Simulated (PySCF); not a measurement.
# Computed records: BClH2O2, BH4O2Si, BClH3OSi

All values are calculated (PySCF 2.14.0). Calculation on a computer-drawn molecule: the log of a Hartree-Fock and frozen-core CCSD(T) single point meant for a local Hartree-Fock minimum, with one planted fault or none, to be diagnosed. Offsets are logged minus clean, where the clean run is the same molecule without the fault. The reference is restricted for singlets and unrestricted otherwise, and also for a bond in bohr or an excited solution. Adding or removing an electron swaps singlet and doublet. The excited solution moves the top pair (singlet) or top alpha electron (doublet) to the lowest empty orbital. Highest occupied and lowest empty are orbital energies over both spins, largest force is the largest gradient component, triples share is (T) over the correlation energy, the T1 limit is 0.02 restricted and 0.045 unrestricted, electrons count all cores, a negative frequency is imaginary (commonest isotopes), and the dipole is about the centre of nuclear charge.

Common to all runs: meant basis cc-pV(D+d)Z; logged SCF converged yes; logged CC converged yes; logged SCF stable within its kind yes; possible faults no fault, one electron removed, one electron added, multiplicity raised by two, geometry at a saddle point, SCF held on an excited solution, minimal basis STO-3G, one bond length entered in bohr, all coordinates scaled.

(1) BClH2O2

Logged structure:
```xyz
6
BClH2O2
O     -2.8981    -0.0991    -0.2327
B     -1.6748    -0.2856     0.3051
O     -0.5171    -0.3944    -0.3793
Cl    -1.5799    -0.3972     2.0705
H     -2.9273    -0.0423    -1.1755
H     -0.5892    -0.3323    -1.3195
```

```
meant charge                         : 0
meant multiplicity                   : 1
logged electrons                     : 39
logged basis functions               : 75
logged spin squared                  : 0.7582
logged highest occupied              : -19.837 eV
logged lowest empty                  : -9.2194 eV
logged largest force                 : 0.11211 hartree/bohr
logged T1 diagnostic                 : 0.015551
logged D1 diagnostic                 : 0.05661
logged triples share                 : 0.02359
logged dipole magnitude              : 0.24786 debye
logged energy HF                     : -634.85806 hartree
logged energy CCSD(T)                : -635.46226 hartree
planted fault                        : one electron removed
HF energy offset from clean run      : 245.4 kcal/mol
CCSD(T) energy offset from clean run : 260.8 kcal/mol
```

Drawn bonds:
```tsv
atom	other atom	order
1	2	1
2	3	1
2	4	1
1	5	1
3	6	1
```

(2) BH4O2Si

Logged structure:
```xyz
8
BH4O2Si
O     -1.1190     2.8677    -0.9642
B     -0.5414     2.4576     0.1578
O      0.6266     2.8653     0.6331
Si    -1.8007     1.0470     1.0511
H     -0.6447     3.5181    -1.4751
H      0.9750     2.5239     1.4434
H     -1.5301     0.3213     2.2995
H     -3.0843     0.6961     0.4365
```

```
meant charge                         : 1
meant multiplicity                   : 1
logged electrons                     : 37
logged basis functions               : 85
logged spin squared                  : 0.7911
logged highest occupied              : -25.161 eV
logged lowest empty                  : -14.905 eV
logged largest force                 : 0.10218 hartree/bohr
logged T1 diagnostic                 : 0.040302
logged D1 diagnostic                 : 0.21913
logged triples share                 : 0.028566
logged dipole magnitude              : 4.4959 debye
logged energy HF                     : -464.8892 hartree
logged energy CCSD(T)                : -465.45454 hartree
planted fault                        : one electron removed
HF energy offset from clean run      : 379.9 kcal/mol
CCSD(T) energy offset from clean run : 386.5 kcal/mol
```

Drawn bonds:
```tsv
atom	other atom	order
1	2	1
2	3	1
2	4	1
1	5	1
3	6	1
4	7	1
4	8	1
```

(3) BClH3OSi

Logged structure:
```xyz
7
BClH3OSi
O     -0.5889    -0.5938    -0.9631
B     -2.9547    -0.1605    -0.1643
Si    -3.4674     1.0772     1.3582
Cl    -4.2365    -1.0955    -0.9744
H      0.0762    -0.0815    -0.5273
H     -4.8226     1.6591     1.2748
H     -2.4555     2.1188     1.6669
```

```
meant charge                         : 0
meant multiplicity                   : 2
logged electrons                     : 47
logged basis functions               : 89
logged spin squared                  : 1.604
logged highest occupied              : -9.0928 eV
logged lowest empty                  : 0.25782 eV
logged largest force                 : 0.015996 hartree/bohr
logged T1 diagnostic                 : 0.050825
logged D1 diagnostic                 : 0.29194
logged triples share                 : 0.03347
logged dipole magnitude              : 2.3046 debye
logged energy HF                     : -849.62275 hartree
logged energy CCSD(T)                : -850.14725 hartree
planted fault                        : one bond length entered in bohr, row 1 of the drawn bonds
HF energy offset from clean run      : 108.8 kcal/mol
CCSD(T) energy offset from clean run : 122.4 kcal/mol
```

Drawn bonds:
```tsv
atom	other atom	order
1	2	1
2	3	1
2	4	1
1	5	1
3	6	1
3	7	1
```

Notes: T1 above single-reference limit.
